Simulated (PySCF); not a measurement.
A structure optimised at PBE-D3(BJ)/def2-SVP, used in a PySCF frequency run:

```xyz
9

O     -1.0614    -0.9407     0.8737
Si     0.0000     0.0000     0.0000
O      0.9407    -1.0614    -0.8737
O     -0.9407     1.0614    -0.8737
O      1.0614     0.9407     0.8737
H     -0.6832    -1.7958     1.1430
H      1.7958    -0.6832    -1.1430
H     -1.7958     0.6832    -1.1430
H      0.6832     1.7958     1.1430
```
Charge 0, spin multiplicity 1.

### Question
Write its SMILES, formula and point group.

### Answer
O[Si](O)(O)O, H₄O₄Si, S4

### Question
What are its rotational constants (standard atomic weights)?

### Answer
4.0132, 4.0132, 3.5190 GHz
